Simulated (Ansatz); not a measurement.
Eight cases of atomisation energy with Al to Br (electronic energies, kJ/mol), geometries: B3LYP-D3(BJ)/def2-TZVP. Functionals by Ansatz (a program for electronic structure) in def2-TZVPD; columns hold the difference against the high level (Ansatz, AFQMC by cisd_afqmc): A = CCSD(T)/CBS(cc-pV(T+d)Z,cc-pV(Q+d)Z) + [CCSDT(Q) - CCSD(T)]/cc-pV(D+d)Z + core + X2C; B = CCSD(T)/CBS(cc-pVTZ,cc-pVQZ) + [CCSDT(Q) - CCSD(T)]/cc-pVDZ; C = CCSD(T)/CBS(cc-pVTZ,cc-pVQZ) + [CCSDT(Q) - CCSD(T)]/cc-pVTZ. The cases were drawn at random from those of this class that have a high level and all functionals, leaving out states under which another spin lies or may lie. Left out are anions, K, Ca, elements past Kr, ionisation of Li, Na and Mg, pi-pi* triplets of linear molecules and other triplets made from a closed-shell parent. Runs that doubt their state, and full CI more than 15 mEh from coupled cluster, are set aside; a case stays where another high level and all functionals remain. AFQMC serves as high level only in triple zeta or larger, with a steady walk, a bar under 0.8 kcal/mol and agreement with other high levels or trials where they ran; where none ran, an unstable determinant or (outside 3d species) a high T1 diagnostic also bars it, so strongly correlated cases are thinned. No case was kept or dropped by the size of a functional's miss. Each difference is the functional minus the high level; affinities count positive where energy is released, gaps as the second state minus the first. Open shells are spin-unrestricted; no spin-orbit coupling. Cores are frozen in correlated methods (noble-gas shells, and filled d and f shells in the p block). Rows without X2C or -DK are non-relativistic. CBS(X,Y): correlation extrapolated as X^-3, Hartree-Fock from the larger set. A bracket is a step between two methods taken in the basis named. The functionals are non-relativistic, so their misses hold any scalar relativity. Double hybrids freeze cores in their MP2 part. 'core' is core correlation in cc-pwCVTZ (1s frozen past Ne), 'X2C' scalar relativity in cc-pVTZ-DK, both at CCSD(T). For partners of very few electrons the exact lower level stands in for a higher one.

```csv
case,level,value
"CH5GeO (SMILES O[CH][GeH3], doublet)",B,2463.8
"CH5GeO (SMILES [CH2][O][GeH3], doublet)",B,2503.5
"CH5OSi (SMILES O([SiH2])C, doublet)",A,2709.5
C2H6Si (SMILES C=C[SiH3]),A,3241.9
BSiH4F (SMILES [SiH3]BF),A,2294.7
"H4BGeO (SMILES O[B][GeH3], doublet)",B,2117.0
"H3SiO2 (SMILES [O][SiH2]O, doublet)",A,2021.6
"GeAsH4 (SMILES [GeH2][AsH2], doublet)",C,1353.5
```

Problem. Predict the difference of PBE, CAM-B3LYP, B2PLYP for each case and sum up.

Solution. 
| case | PBE | CAM-B3LYP | B2PLYP |
|---|---|---|---|
| CH5GeO (SMILES O[CH][GeH3], doublet) | 32.0 | 8.6 | -42.4 |
| CH5GeO (SMILES [CH2][O][GeH3], doublet) | 17.0 | 6.3 | -40.3 |
| CH5OSi (SMILES O([SiH2])C, doublet) | 12.2 | 4.4 | -39.8 |
| C2H6Si (SMILES C=C[SiH3]) | -1.0 | -8.5 | -49.6 |
| BSiH4F (SMILES [SiH3]BF) | -7.3 | 9.4 | -27.6 |
| H4BGeO (SMILES O[B][GeH3], doublet) | 32.2 | 15.9 | -26.9 |
| H3SiO2 (SMILES [O][SiH2]O, doublet) | 4.7 | -3.6 | -40.2 |
| GeAsH4 (SMILES [GeH2][AsH2], doublet) | 2.5 | 11.1 | -25.0 |
PBE: mean +11.5, mean absolute 13.6, median absolute 9.7, largest +32.2; CAM-B3LYP: mean +5.5, mean absolute 8.5, median absolute 8.5, largest +15.9; B2PLYP: mean -36.5, mean absolute 36.5, median absolute 40.0, largest -49.6 kJ/mol. PBE lies above in 6 and below in 2 of the eight.
